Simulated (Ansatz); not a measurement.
Species: SbBr₂ (charge +1, singlet). 
Coordinates optimised at B3LYP-D3(BJ)/def2-TZVP (Ansatz, a program for electronic structure):
```
Sb
Br 1 2.4309
Br 1 2.4309 2 101.77
```
Charge +1, spin multiplicity 1.

Q: Give the harmonic wavenumbers at B3LYP-D3(BJ)/def2-TZVP (Ansatz, finite differences of forces, unscaled).

A: 93, 285, 287 cm⁻¹. Zero-point energy 1.0 kcal/mol.

Q: From these and the geometry, give the ideal-gas thermochemistry at 298.15 K and 1 atm (rigid rotor, harmonic oscillator).

A: Point group C2v, rotational symmetry number 2. Rotational constants 3.109, 0.889, 0.6913 GHz. S(trans) 42.80, S(rot) 28.13, S(vib) 6.59, S(elec, spin only) 0.00, S 77.5 cal/(mol K). H(298) - H(0) 3.39 kcal/mol; G - E(el) -18.8 kcal/mol.
